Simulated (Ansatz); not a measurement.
Geometry optimisation, RKS B3LYP-D4/6-31G (Ansatz).

Input file:

```yaml
crystal:
  periodic: [false, false, false]
  atoms:
    - { symbol: P, position_ang: [-1.7112, 0.9338, 0.4934] }
    - { symbol: Si, position_ang: [-0.148, -0.4767, 0.7223] }
    - { symbol: C, position_ang: [-0.45897, -1.87675, 1.7824] }
    - { symbol: S, position_ang: [0.03468, -0.80814, 2.90853] }
    - { symbol: H, position_ang: [-2.4365, 0.3085, -0.5848] }
    - { symbol: H, position_ang: [-1.0804, 1.8844, -0.3834] }
    - { symbol: H, position_ang: [1.21324, -0.14905, 0.26482] }
    - { symbol: H, position_ang: [-1.49354, -2.28994, 1.871] }
    - { symbol: H, position_ang: [0.20929, -2.76595, 1.60539] }
basis:
  gaussian: { orbitals: "6-31G" }
hamiltonian:
  xc: b3lyp
  dispersion: d4
relax:
  f_tol: 0.015
  max_steps: 40
```

Command:

```bash
$ ansatz run input.yaml --threads 1 --pin off --max-ram 2048MiB --backend cpu --events-out ev --progress --plain --runs-dir out
```

Where does it end, and by what steps?

The forces met the threshold. Limits of this set-up: no polarisation functions. After 15 steps the energy has fallen by 1.720 eV; H5 moved furthest, 0.89 Å. The start is strongly strained (largest force component 9 eV/Å).

```json
{"step": "0", "energy less start (eV)": "0.0000", "largest force component (eV/Å)": "8.785", "accepted": "yes"}
{"step": "1", "energy less start (eV)": "-1.1441", "largest force component (eV/Å)": "4.391", "accepted": "yes"}
{"step": "2", "energy less start (eV)": "-1.4967", "largest force component (eV/Å)": "1.586", "accepted": "yes"}
{"step": "3", "energy less start (eV)": "-1.6502", "largest force component (eV/Å)": "0.450", "accepted": "yes"}
{"step": "4", "energy less start (eV)": "-1.6782", "largest force component (eV/Å)": "0.261", "accepted": "yes"}
{"step": "5", "energy less start (eV)": "-1.6854", "largest force component (eV/Å)": "0.233", "accepted": "yes"}
{"step": "6", "energy less start (eV)": "-1.7069", "largest force component (eV/Å)": "0.095", "accepted": "yes"}
{"step": "7", "energy less start (eV)": "-1.7132", "largest force component (eV/Å)": "0.024", "accepted": "yes"}
{"step": "8", "energy less start (eV)": "-1.7047", "largest force component (eV/Å)": "0.467", "accepted": "no"}
{"step": "9", "energy less start (eV)": "-1.7164", "largest force component (eV/Å)": "0.055", "accepted": "yes"}
{"step": "10", "energy less start (eV)": "-1.7164", "largest force component (eV/Å)": "0.152", "accepted": "yes"}
{"step": "11", "energy less start (eV)": "-1.7189", "largest force component (eV/Å)": "0.068", "accepted": "yes"}
{"step": "12", "energy less start (eV)": "-1.7192", "largest force component (eV/Å)": "0.071", "accepted": "yes"}
{"step": "13", "energy less start (eV)": "-1.7195", "largest force component (eV/Å)": "0.015", "accepted": "yes"}
{"step": "14", "energy less start (eV)": "-1.7195", "largest force component (eV/Å)": "0.016", "accepted": "yes"}
{"step": "15", "energy less start (eV)": "-1.7197", "largest force component (eV/Å)": "0.006", "accepted": "yes"}
```

```xyz
9
Properties=species:S:1:pos:R:3
P -2.035 0.765 0.239
Si -0.156 -0.475 0.792
C -0.460 -2.015 1.841
S 0.301 -0.598 2.982
H -1.884 0.630 -1.199
H -1.383 2.060 0.286
H 1.023 -0.474 -0.129
H -1.479 -2.262 2.122
H 0.202 -2.870 1.746
```

Run time: 43 s on 1 CPU thread of a shared host.
